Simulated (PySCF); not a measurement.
C₃H₉O₂Si, SMILES C[Si](C)([O])OC, multiplicity 2. Geometry optimised at PBE-D3(BJ)/def2-SVP. The isomer is the one that the SMILES or the coordinates give; other isomers of the formula were not compared. One conformer was computed; it need not be the lowest.

Problem. Give the equilibrium geometry at PBE-D3(BJ)/def2-SVP (PySCF confirms it by a frequency run) as bond lengths and angles. (Estimate from the structure and the level; the computed values follow.)

Solution. Several could match; the one computed here: 
Atoms: C1 O2 Si3 C4 C5 O6 H7 H8 H9 H10 H11 H12 H13 H14 H15. Bonded distances (Å): C1–O2 1.415, C1–H7 1.113, C1–H8 1.110, C1–H9 1.115, O2–Si3 1.680, Si3–C4 1.915, Si3–C5 1.877, Si3–O6 1.658, C4–H10 1.106, C4–H11 1.110, C4–H12 1.106, C5–H13 1.108, C5–H14 1.107, C5–H15 1.108. Angles (°): O2–C1–H7 112.1, O2–C1–H8 108.9, O2–C1–H9 111.7, H7–C1–H8 108.1, H7–C1–H9 108.1, H8–C1–H9 107.7, C1–O2–Si3 123.2, O2–Si3–C4 109.9, O2–Si3–C5 105.1, O2–Si3–O6 115.6, C4–Si3–C5 111.7, C4–Si3–O6 99.6, C5–Si3–O6 115.0, Si3–C4–H10 110.7, Si3–C4–H11 105.8, Si3–C4–H12 111.0, H10–C4–H11 110.2, H10–C4–H12 109.5, H11–C4–H12 109.6, Si3–C5–H13 110.2, Si3–C5–H14 110.2, Si3–C5–H15 109.8, H13–C5–H14 108.9, H13–C5–H15 108.3, H14–C5–H15 109.4.
Charge 0, spin multiplicity 2.
